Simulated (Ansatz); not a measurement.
A search over several starts for the lowest SCF solution of Ag2Pd2⁻ at the given spin, in a small basis.

```yaml
crystal:
  periodic: [false, false, false]
  atoms:
    - {symbol: Pd, position_ang: [0.766600, -1.054399, 0.543920]}
    - {symbol: Pd, position_ang: [-0.765789, 1.045780, 0.562430]}
    - {symbol: Ag, position_ang: [1.610375, 1.179561, -0.545204]}
    - {symbol: Ag, position_ang: [-1.611185, -1.170943, -0.561145]}
basis:
  gaussian: {orbitals: def2-SVP, initial_orbitals: start.molden}
total_charge: -1
magnetization: {spin_polarized: true, initial_magnetization: 3}
hamiltonian: {xc: pbe0, dispersion: d4}
output: {orbitals: {seedname: orbitals}}
```

The file start.molden holds the orbitals of an earlier run on this structure, at another level or in another basis.

```sh
$ ansatz run in.yaml --threads 4 --pin off --events-out ev --progress --plain --max-ram 3916MiB
```

Shortened log:

```
Functional definition: PBE0
1321 factors; integrals over basis functions are off by at most 2.4e-4 eV
mean field evaluation 1: about -14957.6119 eV, gradient 6.6e0 eV
mean field evaluation 2: about -14957.7638 eV, gradient 2.7e-1 eV
mean field evaluation 4: about -14958.0410 eV, gradient 4.1e-2 eV
mean field evaluation 8: about -14958.0411 eV, gradient 2.1e-5 eV
mean field evaluation 16: about -14958.0413 eV, gradient 1.1e-1 eV
mean field evaluation 32: about -14958.0432 eV, gradient 3.3e-5 eV
mean field evaluation 64: about -14958.0411 eV, gradient 5.2e-3 eV
mean field evaluation 96: about -14957.8835 eV, gradient 3.0e0 eV
mean field -14958.04321877 eV, -549.6979493638 hartree, gradient 8.2e-6 eV, S^2 3.778872; 9 other end points of the search recorded, 0 dependent functions left out
reference -14958.04324721 eV, -549.6979504089 hartree; 39, 36 occupied and 85, 88 virtual orbitals, 1321 factors
Total energy: -14958.24744306 eV, -549.7054544683 hartree
```

It took 43 s on 4 threads of Arm Neoverse V1 on a shared host, peak host memory 0.62 GiB.

In the def2 sets Ag, Pd take a core potential; there is no spin–orbit coupling. The highest occupied level of the charge -1 quartet lies above zero (up to 0.29 eV). It is a level of α spin, whose loss leaves a triplet; that state wasn't run at this geometry and level. The electron is either unbound and held by the finite basis, or the level is raised by self-interaction error. At PBE0-D4/def2-TZVPD a doublet of charge -1 lies 0.84 eV below the quartet, each at its own geometry. The structure comes from a short search, and lower isomers may exist.
